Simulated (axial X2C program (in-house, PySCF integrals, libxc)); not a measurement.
Outer orbitals of ZrO⁺ at 1.676 Å, PBE0

All values were computed with an in-house all-electron X2C program for linear molecules (integrals from PySCF). Spin-free means the one-electron spin-free X2C Hamiltonian; two-component (2c) means X2C with spin–orbit coupling and atomic mean-field two-electron Coulomb and Gaunt terms, so the difference of the two also holds small scalar two-electron terms. Basis: Zr dyall-cv3z [11s12p9d6f3g], O dyall-av3z [7s6p3d2f] (cores contracted in-house); Gaussian nuclei, density fitting, unrestricted open shells. Masses: Zr 89.905 u, O 15.995 u.

The distance is close to the 2c PBE0 minimum; the highest filled and lowest empty levels are listed.

Spin-free orbitals, state M_S = 1/2, Λ = 2 (beyond evenly filled blocks: δ+α) (Löwdin shares):

```json
{"symmetry": "σβ", "occupied": "yes", "ε (eV)": "-29.22", "atomic character": "62% O s, 13% Zr p, 13% Zr d"}
{"symmetry": "σα", "occupied": "yes", "ε (eV)": "-29.09", "atomic character": "62% O s, 13% Zr d, 13% Zr p"}
{"symmetry": "π+β", "occupied": "yes", "ε (eV)": "-15.17", "atomic character": "70% O p, 22% Zr d, 3% Zr f"}
{"symmetry": "π-β", "occupied": "yes", "ε (eV)": "-15.17", "atomic character": "70% O p, 22% Zr d, 3% Zr f"}
{"symmetry": "π+α", "occupied": "yes", "ε (eV)": "-15.12", "atomic character": "67% O p, 25% Zr d, 3% Zr f"}
{"symmetry": "π-α", "occupied": "yes", "ε (eV)": "-15.10", "atomic character": "68% O p, 25% Zr d, 3% Zr f"}
{"symmetry": "σβ", "occupied": "yes", "ε (eV)": "-14.87", "atomic character": "66% O p, 23% Zr d, 4% Zr p"}
{"symmetry": "σα", "occupied": "yes", "ε (eV)": "-14.85", "atomic character": "63% O p, 26% Zr d, 4% Zr p"}
{"symmetry": "δ+α", "occupied": "yes", "ε (eV)": "-10.85", "atomic character": "97% Zr d"}
{"symmetry": "σα", "occupied": "no", "ε (eV)": "-8.56", "atomic character": "64% Zr s, 11% O p, 10% Zr d"}
{"symmetry": "δ-α", "occupied": "no", "ε (eV)": "-8.03", "atomic character": "97% Zr d"}
{"symmetry": "σβ", "occupied": "no", "ε (eV)": "-7.83", "atomic character": "65% Zr s, 10% O p, 9% Zr p"}
{"symmetry": "δ-β", "occupied": "no", "ε (eV)": "-7.06", "atomic character": "97% Zr d"}
{"symmetry": "δ+β", "occupied": "no", "ε (eV)": "-7.06", "atomic character": "97% Zr d"}
```

Spinors with spin–orbit coupling (state Ω = 3/2):

| ω | occupied | ε (eV) | atomic character | λ mixture |
| --- | --- | --- | --- | --- |
| 1/2 | yes | -29.20 | 62% O s, 13% Zr p, 13% Zr d | 100% σ |
| -1/2 | yes | -29.07 | 62% O s, 13% Zr d, 13% Zr p | 100% σ |
| -1/2 | yes | -15.18 | 70% O p, 22% Zr d, 3% Zr f | 100% π |
| 3/2 | yes | -15.15 | 70% O p, 22% Zr d, 3% Zr f | 100% π |
| 1/2 | yes | -15.14 | 67% O p, 25% Zr d, 3% Zr f | 100% π |
| -3/2 | yes | -15.08 | 68% O p, 25% Zr d, 3% Zr f | 100% π |
| 1/2 | yes | -14.86 | 66% O p, 23% Zr d, 4% Zr p | 100% σ |
| -1/2 | yes | -14.85 | 63% O p, 26% Zr d, 4% Zr p | 100% σ |
| 3/2 | yes | -10.89 | 97% Zr d | 100% δ |
| -1/2 | no | -8.55 | 64% Zr s, 11% O p, 10% Zr d | 100% σ |
| -5/2 | no | -7.98 | 97% Zr d | 100% δ |
| 1/2 | no | -7.83 | 65% Zr s, 10% O p, 9% Zr p | 100% σ |
| -3/2 | no | -7.10 | 97% Zr d | 100% δ |

How does the gap between the highest filled and lowest empty level change from the spin-free to the 2c table?

From 2.29 to 2.34 eV at PBE0, a change of 0.05 eV.

Mulliken charges and populations of the two-component result (they depend on the basis, above all on diffuse functions):

Zr 1.60 e (s 7.97 p 17.95 d 12.42 f 0.06 g 0.01), O -0.60 e (s 3.97 p 4.57 d 0.06 f 0.01). ⟨Lz⟩ = 2.00 ħ and ⟨Sz⟩ = -0.50 ħ (-0.55 and 0.05 on the two atoms), which add up to Ω.

The state is one determinant whose occupation by symmetry is held fixed; it was picked as the lowest of a PBE0 search that is not exhaustive. Density functionals use the spin component along the axis (collinear). PBE0 can misorder states that lie within some tenths of an eV, so this need not be the ground state of the molecule. The nearest other spin-free determinant of the search, M_S = 1/2, Λ = 0, lies 0.41 eV up at the distance of the search. Without a current term, density functionals place determinants with orbital angular momentum somewhat too high.
